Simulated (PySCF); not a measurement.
C₃H₆BNO₂.
Structure used (PBE0-D3(BJ)/def2-SVP), in Å, numbered top down from 1:
```xyz
13
C3H6BNO2 angstrom
B      2.2899   -0.6540   -1.7200
N      1.1976   -0.4617   -0.6745
C      0.3782   -0.3097    0.1192
C     -0.6451   -0.1066    1.1436
O     -1.2860    1.1433    0.9967
C     -2.3926    1.1512    0.2255
O     -2.8503    0.1955   -0.3189
H      2.8520   -1.6974   -1.4142
H      1.7181   -0.7251   -2.7979
H      3.0216    0.3210   -1.6186
H     -1.3714   -0.9332    1.0820
H     -0.1611   -0.1099    2.1308
H     -2.7973    2.1815    0.1951
```

Level: PBE0/def2-SVPD in PySCF, non-relativistic, on one gas-phase PBE0-D3(BJ)/def2-SVP geometry that isn't relaxed in the solvent. The solvent is an IEF-PCM continuum (van der Waals radii × 1.2), and excitations are vertical TDDFT with non-equilibrium linear response and a frozen core. The model holds no explicit solvent molecules, cavitation or dispersion.

```json
{"run": "gas", "E − E(gas) (kcal/mol)": "0.00", "HOMO (eV)": "-7.89", "HOMO–LUMO gap (eV)": "6.43", "dipole (D)": "6.66", "lowest singlet (eV)": "5.08", "static polarisability (au)": "74.1"}
{"run": "P", "E − E(gas) (kcal/mol)": "-12.55", "HOMO (eV)": "-8.34", "HOMO–LUMO gap (eV)": "7.25", "dipole (D)": "8.64", "lowest singlet (eV)": "5.79", "static polarisability (au)": "92.9"}
{"run": "Q", "E − E(gas) (kcal/mol)": "-12.01", "HOMO (eV)": "-8.32", "HOMO–LUMO gap (eV)": "7.22", "dipole (D)": "8.56", "lowest singlet (eV)": "5.76", "static polarisability (au)": "91.9"}
```

Q: The runs were made in acetone and dimethylsulfoxide. Which run belongs to which solvent?

A: P = dimethylsulfoxide, Q = acetone. The dielectric constants are 20.49 (acetone), 46.83 (dimethylsulfoxide), and the energy falls further as ε rises. The optical constants n² used for the excitations are 1.85, 2.19 in the same order. In this model the ground state sees the solvent through ε alone.

Q: How constant is the ratio of the lowering to (ε − 1)/(2ε + 1)?

A: 
```
          solvent  (ε − 1)/(2ε + 1)  E − E(gas) (kcal/mol)  ratio (kcal/mol)  polarisation term (kcal/mol)
          acetone             0.464                 -12.01             -25.9                        -14.74
dimethylsulfoxide             0.484                 -12.55             -25.9                        -15.54
```

The ratio changes by +0.3 % in size from acetone to dimethylsulfoxide. The polarisation term is half the interaction of the solute with the induced surface charges.
